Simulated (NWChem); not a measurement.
System: C₂H₃BO₃; SMILES B1(C(=O)OC1)O

Input file for NWChem:

```
start job
memory heap 200 mb stack 900 mb global 1100 mb
geometry units angstroms noautoz
  O      1.258190     1.569345     0.000000
  C      0.395596     0.747777     0.000000
  O     -0.954406     1.004019     0.000000
  C     -1.427440    -0.378110     0.000000
  B      0.084820    -0.845071     0.000000
  O      0.740941    -1.999428     0.000000
  H     -2.032991    -0.584478     0.896727
  H     -2.032991    -0.584478    -0.896727
  H      1.701521    -1.901529     0.000000
end
basis spherical
  * library def2-tzvp
end
dft
  xc xpbe96 cpbe96
  iterations 150
  semidirect filesize 400000000
  mulliken
end
task dft energy
```

Excerpt of the output:

```
             Northwest Computational Chemistry Package (NWChem) 7.3.0
             --------------------------------------------------------

 CS  symmetry detected

                             Geometry "geometry" -> ""
                             -------------------------

 Output coordinates in angstroms (scale by  1.889725989 to convert to a.u.)

  No.       Tag          Charge          X              Y              Z
 ---- ---------------- ---------- -------------- -------------- --------------
    1 O                    8.0000     1.22673663     1.60090550     0.00000000
    2 C                    6.0000     0.37784794     0.76518403     0.00000000
    3 O                    8.0000    -0.97620723     0.99906424     0.00000000
    4 C                    6.0000    -1.42631846    -0.39069891     0.00000000
    5 B                    5.0000     0.09345745    -0.83258583     0.00000000
    6 O                    8.0000     0.76857982    -1.97593383     0.00000000
    7 H                    1.0000    -2.02837367    -0.60705348     0.89672700
    8 H                    1.0000    -2.02837367    -0.60705348    -0.89672700
    9 H                    1.0000     1.72740936    -1.86216185     0.00000000

 Effective nuclear repulsion energy (a.u.)     209.4805821637

      Symmetry information
      --------------------

 Group name             Cs
 Group number              2
 Group order               2
 No. of unique centers     8

  pbe96 is a nonlocal functional; adding pw91lda local functional.

                                 NWChem DFT Module
                                 -----------------

 Summary of "ao basis" -> "ao basis" (spherical)
 ------------------------------------------------------------------------------
       Tag                 Description            Shells   Functions and Types
 ---------------- ------------------------------  ------  ---------------------
 O                         def2-tzvp                11       31   5s3p2d1f
 C                         def2-tzvp                11       31   5s3p2d1f
 B                         def2-tzvp                11       31   5s3p2d1f
 H                         def2-tzvp                 4        6   3s1p

      Symmetry analysis of basis
      --------------------------

        a'        137
        a"         67

            General Information
            -------------------
          SCF calculation type: DFT
          Wavefunction type:  closed shell.
          No. of atoms     :     9
          No. of electrons :    44
           Alpha electrons :    22
            Beta electrons :    22
          Charge           :     0
          Spin multiplicity:     1
          Use of symmetry is: on ; symmetry adaption is: on
          Maximum number of iterations: 150
          AO basis - number of functions:   204
                     number of shells:    78
          Convergence on energy requested:  1.00D-06
          Convergence on density requested:  1.00D-05
          Convergence on gradient requested:  5.00D-04

              XC Information
              --------------
          PerdewBurkeErnzerhof Exchange Functional  1.000
            Perdew 1991 LDA Correlation Functional  1.000 local
           PerdewBurkeErnz. Correlation Functional  1.000 non-local

             Grid Information
             ----------------
          Grid used for XC integration:  medium
          Radial quadrature: Mura-Knowles
          Angular quadrature: Lebedev.
          Tag              B.-S. Rad. Rad. Pts. Rad. Cut. Ang. Pts.
          ---              ---------- --------- --------- ---------
          O                   0.60       49          11.0       434
          C                   0.70       49          11.0       434
          B                   0.85       49           9.0       434
          H                   0.35       45          11.0       434
          Grid pruning is: on
          Number of quadrature shells:   384
          Spatial weights used:  Erf1

      Superposition of Atomic Density Guess
      -------------------------------------

 Sum of atomic energies:        -325.72971859

      Non-variational initial energy
      ------------------------------

 Total energy =    -328.572146
 1-e energy   =    -859.985717
 2-e energy   =     321.932988
 HOMO         =      -0.316003
 LUMO         =      -0.059506

      Symmetry analysis of molecular orbitals - initial
      -------------------------------------------------

  Numbering of irreducible representations:

     1 a'          2 a"

  Orbital symmetries:

     1 a'          2 a'          3 a'          4 a'          5 a'
     6 a'          7 a'          8 a'          9 a'         10 a'
    11 a'         12 a'         13 a'         14 a"         15 a'
    16 a'         17 a"         18 a"         19 a'         20 a'
    21 a"         22 a'         23 a"         24 a'         25 a'
    26 a'         27 a"         28 a"         29 a'         30 a'
    31 a'         32 a"

------------------------------------------------------------
EAF file 0: "./job.aoints.0" size=499122176 bytes
------------------------------------------------------------
               write      read    awrite     aread      wait
               -----      ----    ------     -----      ----
     calls:      952         0         0         0         0
   data(b): 4.99e+08  0.00e+00  0.00e+00  0.00e+00
   time(s): 0.00e+00  0.00e+00  0.00e+00  0.00e+00  0.00e+00
rate(mb/s): 0.00e+00  0.00e+00
------------------------------------------------------------

     ---------------------------------------------
      Total Density - Mulliken Population Analysis
     ---------------------------------------------

[...]
```

Level: PBE/def2-TZVP. The geometry was optimised at PBE0/def2-SVP.
